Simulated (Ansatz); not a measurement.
HfHCl3O (SMILES Cl[Hf](Cl)(Cl)O): the energy to break a bond

HfHCl3O has 6 atoms, charge 0, and is taken as a singlet. SMILES: `Cl[Hf](Cl)(Cl)O`. The shape was relaxed beforehand at r2SCAN/def2-SVP.

```xyz
6

Cl    0.8840   -0.0955   -2.3515
Hf   -0.0232   -0.3570   -0.1982
Cl   -2.2792   -1.0013   -0.3487
Cl    1.1950   -1.9741    0.9969
O     0.0843    1.2951    0.7187
H     0.1390    2.1329    1.1828
```

Wanted: the dissociation energy of the O5–Hf2 bond into doublet OH and doublet HfCl3 (shapes relaxed at r2SCAN/def2-SVP, no zero-point term). 1 Eh = 2625.50 kJ/mol = 27.2114 eV. Totals in Eh; open shells run unrestricted unless said.

```
                                                 level  program       HfHCl3O  doublet OH  doublet HfCl3
                          HF/def2-SVP (core potential)   Ansatz  -1501.257412  -75.324793   -1425.780325
                         PBE/def2-SVP (core potential)   Ansatz  -1503.645902  -75.581420   -1427.845548
MP2/def2-SVP (core potential), 16 core orbitals frozen   Ansatz  -1502.056244  -75.473582   -1426.359452
```

Work out the dissociation energy at each level.


1. HF/def2-SVP (core potential): (-75.324793) + (-1425.780325) − (-1501.257412) = 0.152294 Eh = 399.8 kJ/mol = 4.14 eV.
2. PBE/def2-SVP (core potential): (-75.581420) + (-1427.845548) − (-1503.645902) = 0.218934 Eh = 574.8 kJ/mol = 5.96 eV.
3. MP2/def2-SVP (core potential): (-75.473582) + (-1426.359452) − (-1502.056244) = 0.223210 Eh = 586.0 kJ/mol = 6.07 eV.

The levels span 400 to 586 kJ/mol; no measured value is set beside them. Hartree–Fock lacks the correlation of the electrons that are unpaired, so it comes out low. A bond enthalpy at 298 K also holds the loss of zero-point energy and thermal terms.
